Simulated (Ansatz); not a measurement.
The cluster H₃W₂, relaxed as a doublet with UKS PBE-D4/def2-TZVP in Ansatz, starting from the GFN2-xTB geometry. Force threshold 0.02 eV/Å.

In the def2 sets W takes a core potential; there is no spin–orbit coupling. The charge 0 doublet is spin-contaminated (final ⟨S²⟩ up to 1.26, 0.75 for a pure state). The structure comes from a short search, and lower isomers may exist.

Start:

```
atom   x (Å)   y (Å)   z (Å)
  W1   0.142  -0.632  -0.723
  W2  -0.773   0.397   1.354
  H3  -1.142  -0.440  -1.707
  H4   0.506   0.258   2.326
  H5   1.268   0.417  -1.251
```

| step | energy (eV) | largest force component (eV/Å) | SCF passes |
| --- | --- | --- | --- |
| 1 | -3697.6273 | 3.731 | 44 |
| 2 | -3698.5029 | 0.911 | 52 |
| 3 | -3698.6893 | 0.782 | 49 |
| 4 | -3698.7475 | 0.178 | 46 |
| 5 (rejected) | -3698.7466 | 0.282 | 48 |
| 6 | -3698.7564 | 0.042 | 44 |
| 7 | -3698.7590 | 0.035 | 40 |
| 8 | -3698.7595 | 0.022 | 39 |
| 9 | -3698.7597 | 0.008 | 39 |

Force components are those of the run's own axes.

End:

```xyz
5

W     0.111   -0.660   -0.611
W    -0.796    0.417    1.054
H    -1.307   -0.493   -1.578
H     0.643    0.217    1.959
H     1.350    0.519   -0.824
```

By distances, no bond broke or formed. The bond that changes most is W1–W2, from 2.49 to 2.18 Å (atoms count from 1).

No frequencies were taken in this run, so the end may be a saddle point.

It took 17 s on 4 threads of Arm Neoverse V2 on a shared host.
